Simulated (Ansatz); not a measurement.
Relaxation of BrH₄InO₃ (9 atoms, charge 0, multiplicity 1), to a largest force component of 0.03 eV/Å in at most 50 steps.

All numbers below come from Ansatz, RKS PBE/def2-SVP.

```xyz
9
Properties=species:S:1:pos:R:3
In -0.081 -0.365 -0.116
O 0.116 -0.364 1.888
H -0.744 -0.528 2.322
O 1.626 -0.477 -1.169
H 2.368 -0.540 -0.536
O -1.842 -0.438 -1.091
H -2.568 -0.270 -0.459
Br 0.023 3.168 1.324
H 0.176 1.830 2.012
```

Task: Where does it end, and by what steps?

Result: The forces met the threshold. The force dipped under the threshold on the way, but the program's further checks kept it going. After 22 steps the energy has fallen by 1.751 eV; H9 moved furthest, 1.51 Å. Parted: Br8–H9 (1.51 → 3.52 Å). Joined: In1–Br8 (3.82 → 2.53 Å), O2–H9 (2.20 → 0.98 Å).

| step | energy less start (eV) | largest force component (eV/Å) | accepted |
| --- | --- | --- | --- |
| 0 | 0.0000 | 1.108 | yes |
| 1 | -0.1722 | 0.507 | yes |
| 2 | -0.2655 | 1.168 | yes |
| 3 | -0.4287 | 1.563 | yes |
| 4 | -0.7384 | 1.916 | yes |
| 5 | -1.0907 | 2.696 | yes |
| 6 | -1.3030 | 1.563 | yes |
| 7 | -1.4921 | 1.355 | yes |
| 8 | -1.5883 | 0.488 | yes |
| 9 | -1.5963 | 0.859 | yes |
| 10 | -1.6169 | 0.438 | yes |
| 11 | -1.6540 | 0.230 | yes |
| 12 | -1.6454 | 0.792 | no |
| 13 | -1.6633 | 0.212 | yes |
| 14 | -1.6741 | 0.211 | yes |
| 15 | -1.6874 | 0.390 | yes |
| 16 | -1.6999 | 0.919 | yes |
| 17 | -1.7204 | 0.712 | yes |
| 18 | -1.7431 | 0.337 | yes |
| 19 | -1.7493 | 0.144 | yes |
| 20 | -1.7373 | 0.294 | no |
| 21 | -1.7508 | 0.028 | yes |
| 22 | -1.7515 | 0.017 | yes |

```xyz
9
Properties=species:S:1:pos:R:3
In 0.190 0.409 -0.127
O -0.144 -0.259 2.101
H -1.046 -0.489 1.709
O 1.715 -0.622 -0.942
H 2.480 -0.020 -1.035
O -1.656 -0.506 0.039
H -2.381 0.038 -0.320
Br 0.216 2.923 0.109
H -0.300 0.540 2.642
```

Whether the end is a true minimum wasn't checked by a vibrational analysis.

The run took 38 s on 4 threads of Arm Neoverse V1 (shared host), peak memory 0.19 GiB.
